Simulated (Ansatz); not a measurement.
Cartesian coordinates in Å:
```
C 0.0943 1.1987 -1.8107
C 0.0246 0.3743 -0.7786
C -0.8198 0.3959 0.4822
Si 0.0528 -1.2283 0.7936
O 1.0805 -1.4175 2.0432
O 0.7790 -0.7860 -0.6585
H -0.5222 2.0864 -1.8342
H 0.7612 0.9982 -2.6391
H -0.5856 1.2248 1.1520
H -1.8942 0.3802 0.2988
H -0.6920 -2.5009 0.7334
H 1.7215 -0.7259 2.2177
```

The species carries charge 0 and has multiplicity 1.

Problem. List the B3LYP/def2-TZVPP orbital energies in eV (Ansatz 0.2.0). (Best estimate.)

Solution. Computed: Occupied: -1800.06, -521.09, -520.84, -278.62, -276.86, -276.24, -144.45, -99.81, -99.77, -99.74, -28.64, -27.91, -20.92, -19.31, -15.91, -14.83, -13.65, -12.72, -12.64, -11.71, -10.90, -10.61, -10.17, -9.89, -9.14, -8.38, -6.50. Lowest empty: 0.21, 0.27, 0.56, 1.08, 2.05, 2.20, 2.76, 2.90.

B3LYP here is the variant with VWN-RPA as its local correlation; programs differ in this.
